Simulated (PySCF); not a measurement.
Ge(H)3(SH) (GeH4S), SMILES [GeH3][SH]. Geometry: PBE0-D3(BJ)/def2-TZVP.

Level of theory: PBE0-D3(BJ)/def2-TZVP (PySCF).

Harmonic wavenumbers (cm⁻¹): 157, 410, 508, 569, 783, 836, 869, 885, 2156, 2157, 2183, 2715. Rotational constants (GHz): 62.06, 4.209, 4.148; symmetry number 1.

Q: Work out the zero-point energy and the ideal-gas rigid-rotor harmonic-oscillator thermochemistry at 298.15 K and 1 atm.

A: ZPE = ½ Σ hcν = ½ × 14227 cm⁻¹ = 20.34 kcal/mol. H − E(el) = 23.71 kcal/mol. Entropy in cal/(mol K): translation 39.97, rotation 23.21, vibration 5.37, total 68.54. G − E(el) = 3.27 kcal/mol. Cp = 15.98 cal/(mol K).
